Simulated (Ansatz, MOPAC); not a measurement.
Molecule: C$_{2}$H$_{8}$GeN (charge 0, doublet). SMILES: C[N](C)[GeH2]

Atoms: C1, N2, C3, Ge4, H5, H6, H7, H8, H9, H10, H11, H12. Bonds: C1-N2, C1-H5, C1-H6, C1-H7, N2-C3, N2-Ge4, C3-H8, C3-H9, C3-H10, Ge4-H11, Ge4-H12.

Bond lengths (Å) and angles (degrees) optimised at PM6 with MOPAC; PM7 with MOPAC; HF/STO-3G with Ansatz (a first-principles code); HF/6-31G* with LANL2DZ past Ar with Ansatz; B3LYP/6-31G* with LANL2DZ past Ar with Ansatz; MP2/6-31G* with LANL2DZ past Ar with Ansatz, each started from the B3LYP-D3(BJ)/def2-TZVP structure (Ansatz) of the last column. A row stands for all coordinates that are equal there; 9 of 16 kinds are shown. 6-31G* holds six Cartesian d functions. No wavenumbers were computed at HF/STO-3G, MP2/6-31G* with LANL2DZ past Ar, so these may be saddle points.

```csv
coordinate,PM6,PM7,HF/STO-3G,HF/6-31G* with LANL2DZ past Ar,B3LYP/6-31G* with LANL2DZ past Ar,MP2/6-31G* with LANL2DZ past Ar,B3LYP-D3(BJ)/def2-TZVP
C1-N2,1.475,1.450,1.472,1.445,1.452,1.453,1.447
C1-H5,1.105,1.107,1.095,1.091,1.103,1.101,1.099
C1-H6,1.106,1.107,1.092,1.088,1.100,1.098,1.096
C1-H7,1.105,1.108,1.089,1.084,1.094,1.093,1.090
N2-Ge4,1.749,1.731,1.766,1.832,1.875,1.852,1.861
Ge4-H11,1.494,1.474,1.435,1.547,1.571,1.564,1.561
C1-N2-C3,113.2,114.9,111.5,113.5,113.5,112.6,113.6
C1-N2-Ge4,120.8,122.5,120.8,120.6,120.9,120.3,120.6
N2-C1-H5,112.7,111.3,112.9,112.8,112.5,112.9,112.4
```

Mean signed difference of all 11 bond lengths from B3LYP-D3(BJ)/def2-TZVP: PM6 -0.012 Å, PM7 -0.021 Å, HF/STO-3G -0.029 Å, HF/6-31G* with LANL2DZ past Ar -0.010 Å, B3LYP/6-31G* with LANL2DZ past Ar 0.006 Å, MP2/6-31G* with LANL2DZ past Ar 0.002 Å.
